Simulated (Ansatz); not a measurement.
```yaml
crystal:
  periodic: [false, false, false]
  atoms:
    - {symbol: C, position_ang: [-0.454938, -0.226313, 0.883870]}
    - {symbol: C, position_ang: [0.199613, 0.073074, 0.162722]}
    - {symbol: C, position_ang: [0.668416, -0.709594, -0.302006]}
    - {symbol: In, position_ang: [-0.345275, 0.875713, -0.742609]}
    - {symbol: F, position_ang: [0.015445, 1.047482, -1.702213]}
    - {symbol: F, position_ang: [-1.142790, 1.848816, -0.433553]}
    - {symbol: H, position_ang: [-0.130845, -0.665056, 1.182066]}
    - {symbol: H, position_ang: [-0.858048, -0.524521, 0.496885]}
    - {symbol: H, position_ang: [-0.753833, 0.288802, 1.246463]}
    - {symbol: H, position_ang: [0.646693, 0.471819, 0.521774]}
    - {symbol: H, position_ang: [0.149027, -0.957139, -0.566902]}
    - {symbol: H, position_ang: [0.857428, -1.152565, 0.184189]}
    - {symbol: H, position_ang: [1.173793, -0.421916, -0.787186]}
basis:
  gaussian: {orbitals: def2-SVP}
hamiltonian: {xc: {name: SPW92}}
output: {forces: true}
```

```sh
$ ansatz run in.yaml --threads 4 --pin off --events-out ev --progress --plain --max-ram 11315MiB
```

It prints (some lines left out):

```
Functional definition: SPW92
1492 factors; their error is unknown
mean field evaluation 1: about -13501.2293 eV, gradient 1.9e2 eV
mean field evaluation 2: about -13152.9147 eV, gradient 3.9e2 eV
mean field evaluation 4: about -13557.1027 eV, gradient 7.3e1 eV
mean field evaluation 8: about -13566.3584 eV, gradient 2.6e0 eV
mean field evaluation 16: about -13566.3080 eV, gradient 8.2e-2 eV
mean field evaluation 32: about -13565.2607 eV, gradient 1.9e-5 eV
mean field -13566.30800449 eV, -498.5526235912 hartree, gradient 7.0e-5 eV, S^2 0.000000; 2 other end points of the search recorded, 0 dependent functions left out
reference -13566.30804466 eV, -498.5526250673 hartree; 32, 32 occupied and 99, 99 virtual orbitals, 1492 factors
Total energy: -13566.30804466 eV, -498.5526250673 hartree
Atom 0 at    -0.454938    -0.226313     0.883870 Å, force   -13.860948    34.079807    19.410426 eV/Å
Atom 1 at     0.199613     0.073074     0.162722 Å, force    18.591693    -4.749491    14.602654 eV/Å
Atom 2 at     0.668416    -0.709594    -0.302006 Å, force    47.836648     3.703127   -10.341413 eV/Å
Atom 3 at    -0.345275     0.875713    -0.742609 Å, force   -76.229456   -77.647134   208.340527 eV/Å
Atom 4 at     0.015445     1.047482    -1.702213 Å, force   106.913478    51.968859  -290.111321 eV/Å
Atom 5 at    -1.142790     1.848816    -0.433553 Å, force   -66.756709    80.736606    25.214671 eV/Å
Atom 6 at    -0.130845    -0.665056     1.182066 Å, force    36.677853   -53.685815    39.275006 eV/Å
Atom 7 at    -0.858048    -0.524521     0.496885 Å, force   -48.786123   -35.640313   -38.216638 eV/Å
Atom 8 at    -0.753833     0.288802     1.246463 Å, force   -21.109518    33.478558    26.450484 eV/Å
Atom 9 at     0.646693     0.471819     0.521774 Å, force    31.764584    25.684044    23.507065 eV/Å
Atom 10 at     0.149027    -0.957139    -0.566902 Å, force   -54.672064   -31.690760   -31.937746 eV/Å
Atom 11 at     0.857428    -1.152565     0.184189 Å, force    16.603193   -35.088378    35.126586 eV/Å
Atom 12 at     1.173793    -0.421916    -0.787186 Å, force    23.027369     8.850888   -21.320301 eV/Å
Dipole moment:     0.444687    -0.275535     0.240758 e Å
```

(1) Something in this input is off. What?

## Answers

(1) The geometry is squeezed to about two thirds of its size. Self-consistency was reached. The result belongs to that input, not to the molecule as meant.
